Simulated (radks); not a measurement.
The osmium ion Os46+, configuration [Ar] 3d10 4s2. All-electron calculation, scalar-relativistic Kohn-Sham, BLYP, spin-polarised, spherical densities, finite nucleus; Fermi nuclear charge, rms radius 5.4126 fm. Program: a radial shooting solver on a logarithmic mesh with Libxc functionals.

Radial electron density D(r) = 4 pi r^2 rho(r):

r (bohr),D(r) (e/bohr)
0.001936,22.66
0.002165,26.36
0.002442,30.85
0.002753,35.91
0.003104,41.54
0.0035,47.73
0.003946,54.42
0.004413,61.03
0.004976,68.36
0.00561,75.76
0.006326,82.95
0.007132,89.63
0.008042,95.44
0.009067,100.0
0.01014,102.9
0.01143,104.3
0.01289,103.9
0.01454,101.8
0.01639,98.64
0.01848,95.06
0.02067,92.31
0.0233,91.05
0.02628,92.57
0.02963,97.47
0.0334,105.6
0.03766,116.0
0.04212,125.9
0.0475,134.4
0.05355,138.3
0.06038,136.2
0.06808,128.4
0.07676,117.3
0.08585,107.5
0.0968,101.3
0.1091,101.7
0.1231,107.8
0.1387,115.2
0.1564,117.8
0.1764,111.2
0.1973,96.24
0.2224,74.10
0.2508,51.45
0.2828,33.24
0.3188,21.24
0.3595,14.17
0.4021,9.927
0.4533,6.391
0.5111,3.555
0.5763,1.611
0.6498,0.5727
0.7326,0.1553
0.8195,0.03525
0.9239,0.005231
1.042,0.0005227

D(r) has 3 maxima, at r = 0.0118, 0.0544, 0.154 bohr, and minima at 0.0233, 0.102 bohr, inside which lie 1.92, 11.09 electrons.
